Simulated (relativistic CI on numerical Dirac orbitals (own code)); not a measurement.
Method of calculation: Dirac-Coulomb-Breit CI, separate exchange-only KLI orbitals for each configuration, model QED (radiative potential, 1s self-energy scaled to tabulated hydrogen-like ionisation energies), unscaled Slater integrals (own radial code, finite nucleus).

The strongest absorption lines from the ground level of an ion, among the configurations computed and to levels below about 582 eV (vacuum wavelength in Å, gf): 25.426 (0.22), 37.680 (11), 37.984 (7), 39.952 (9.4), 43.955 (0.29), 46.106 (0.22), 46.609 (0.35), 47.239 (0.16).

**Question.** Which ion is it?
A. Bi XXXVII
B. Hg XXXIV
C. Bi XXXIX
D. Rn XL

**Answer.** A. Bi XXXVII has 47 electrons and the ground level 4s2 4p6 4d10 4f 2F°_5/2; the strongest line goes to 4s2 4p6 4d9 4f2 2F_5/2. The pattern of lines fixes the number of electrons, and along that sequence the line energies rise steadily with the charge (about as its square where n changes within one kind of shell, about linearly where n is kept but much faster in heavy ions where fine structure, which grows about as Z⁴, sets the gap, and irregularly where shells cross), which fixes Z. Configurations outside the model, such as inner-shell arrays, can give stronger lines. At this charge energies of transitions that change n are usually good to better than 1 %, and those within a shell (Δn = 0) to a few per cent.

LS names give the leading component of a level, which can be under half, so a name can repeat, a term be missing and a line seem to break the LS rules.
